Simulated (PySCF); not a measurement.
## EPR parameters of C3H5F3N

C3H5F3N (doublet state).
Geometry (GFN2-xTB, Å), atoms numbered from 1 in this order:
```
atom  x, y, z in Å
C1    -0.134    1.437    0.537
C2     0.234    0.307   -0.333
N3     1.524   -0.243   -0.015
C4    -0.888   -0.779   -0.249
F5    -0.991   -1.292    0.984
F6    -2.094   -0.312   -0.588
F7    -0.626   -1.812   -1.070
H8     0.443    1.644    1.414
H9    -1.021    2.000    0.329
H10    0.231    0.611   -1.393
H11    1.576   -0.522    0.958
H12    1.748   -1.040   -0.599
```

The hyperfine couplings belong to this conformer and change with its torsions.

Identity: `[CH2][C@@H](N)C(F)(F)F` [radical].

Computed with UKS B3LYP, pcH-1 on C F H N, non-relativistic, mean-field spin-orbit, GIAO in PySCF. One conformer (not necessarily the lowest) at the GFN2-xTB geometry, without solvent, vibrations or thermal averaging. A GFN2-xTB geometry isn't a minimum of the functional, and hyperfine couplings can be far from their values at a DFT geometry. Stability of the SCF solution: not tested.

| Item | Value |
| --- | --- |
| g1, g2, g3 | 2.00219, 2.00284, 2.00337 |
| g_iso | 2.00280 |
| Form of g | rhombic: the two nearest values differ by 45 % of g3 − g1 |
| ⟨S²⟩ | 0.7536 (exact 0.7500) |
| HOMO–LUMO gap, α and β orbitals | 7.56, 4.97 eV |
| Total energy | -471.58130 Eh |
| Basis functions | 225 |

Hyperfine couplings atom by atom, in MHz; T1 to T3 are the principal values of the dipolar part; ρ(0) is the spin density at the nucleus:

| atom | isotope | a_iso | T1 | T2 | T3 | Mulliken spin population | ρ(0) (bohr⁻³) |
| --- | --- | --- | --- | --- | --- | --- | --- |
| C1 | 13C | 92.2 | -82.8 | -82.2 | 165.0 | 1.08 | 0.0820 |
| C2 | 13C | -35.5 | -1.8 | -0.8 | 2.7 | -0.08 | -0.0316 |
| N3 | 14N | -0.1 | -0.4 | -0.3 | 0.7 | 0.00 | -0.0003 |
| C4 | 13C | 88.0 | -6.1 | -5.1 | 11.2 | 0.04 | 0.0783 |
| F5 | 19F | 3.0 | -11.1 | -4.4 | 15.6 | 0.00 | 0.0007 |
| F6 | 19F | 0.4 | -6.6 | 1.1 | 5.5 | 0.00 | 0.0001 |
| F7 | 19F | 15.2 | -16.1 | -15.5 | 31.6 | 0.00 | 0.0036 |
| H8 | 1H | -65.7 | -40.1 | -0.3 | 40.4 | -0.05 | -0.0147 |
| H9 | 1H | -64.7 | -39.6 | -0.8 | 40.4 | -0.05 | -0.0145 |
| H10 | 1H | 91.0 | -5.2 | -4.2 | 9.4 | 0.04 | 0.0204 |
| H11 | 1H | -1.1 | -3.4 | -3.1 | 6.6 | 0.00 | -0.0002 |
| H12 | 1H | -2.0 | -1.8 | -1.8 | 3.6 | 0.00 | -0.0004 |

Largest spin populations (Mulliken): C1 (+1.08) and C2 (-0.08). C1 is the only atom above +0.15. The angles at C1 add up to 359.8°, so it is planar; its axial dipolar tensor and the negative couplings of its protons fit spin in a p orbital normal to that plane.

Axes: g2 points within 13° of the C1–C2 bond.

Under fast tumbling the dipolar parts average out, and these isotropic splittings remain: 1 × 1H (H10, I = 1/2, 2 lines) with 3.25 mT, 2 × 1H (H8/H9, I = 1/2, 3 lines) with 2.33 mT, 3 × 19F (F5/F6/F7, I = 1/2, 4 lines) with 0.22 mT and 2 × 1H (H11/H12, I = 1/2, 3 lines) with 0.06 mT.

Nuclei that the bonding pattern makes equivalent are averaged, as if the motion that swaps them (rotation, inversion, ring flip) were fast. The three 19F nuclei of mean +6.2 MHz run from 0.4 to 15.2 MHz in the frozen geometry.

The 13C coupling of C1 (92.2 MHz) shows only in satellite lines or after enrichment, since that isotope makes up about 1.07 % of natural carbon.
